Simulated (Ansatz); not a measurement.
```yaml
crystal:
  periodic: [true, true, true]
  atoms:
    - {symbol: Si, position_ang: [-0.798496, 1.077898, 0.034330]}
    - {symbol: C, position_ang: [-0.168153, -0.669588, 0.013661]}
    - {symbol: C, position_ang: [1.129583, -0.929296, -0.056926]}
    - {symbol: Cl, position_ang: [1.795221, -2.518896, -0.080829]}
    - {symbol: H, position_ang: [0.362737, 2.002563, -0.037540]}
    - {symbol: H, position_ang: [-1.700371, 1.321066, -1.122492]}
    - {symbol: H, position_ang: [-1.567235, 1.340550, 1.279638]}
    - {symbol: H, position_ang: [-0.861931, -1.505371, 0.059574]}
    - {symbol: H, position_ang: [1.897045, -0.165325, -0.106416]}
basis:
  gaussian: {orbitals: STO-3G, point_charges: [{charge: -1.00, position_ang: [5.843, 0.572, 0.802]}]}
hamiltonian: {xc: {name: rPW86-PBE}}
accuracy: high
```

```sh
$ ansatz run in.yaml --threads 2 --pin off --events-out ev --progress --plain --max-ram 4352MiB
```

Shortened log:

```
Error: YAML parse error: error: line 2 column 3: crystal: missing field `lattice` (a structure is typed as `lattice` and `atoms`, a molecule's as `atoms` in Å alone, or read from a run's directory, `checkpoint`)
 --> <input>:2:3
1 | crystal:
2 |   periodic: [true, true, true]
3 |   atoms:
4 |     - {symbol: Si, position_ang: [-0.798496, 1.077898, 0.034330]}
```

(1) What is wrong with this run?

## Answers

(1) The molecule is marked periodic without a cell. The program refused the input.
